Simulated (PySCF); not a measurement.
Ca: ionisation energy

Ca [Ar] 4s2 (1S) → Ca⁺ [Ar] 4s1 (2S), as a difference of total energies. All numbers are calculated (PySCF 2.14, the spin-free X2C one-electron Hamiltonian (Gaussian nucleus), in aug-cc-pwCVTZ-X2C (9s8p6d3f, 84 functions)). Correlated levels: valence and next inner shell: [Ne] frozen. The calculations carry no spin-orbit coupling.

Problem. Order these methods by the ionisation energy they give, lowest first.
A. MP2 (valence and next inner shell)
B. CCSD(T) (valence and next inner shell)
C. UHF
D. SCS-MP2 (valence and next inner shell)

Solution. C (5.137 eV), A (5.968 eV), D (6.021 eV), B (6.085 eV).

Errors of the correlated levels include the incompleteness of this basis and the frozen core.

For comparison: 6.113 eV (measured; NIST Atomic Spectra Database, ionization energies).
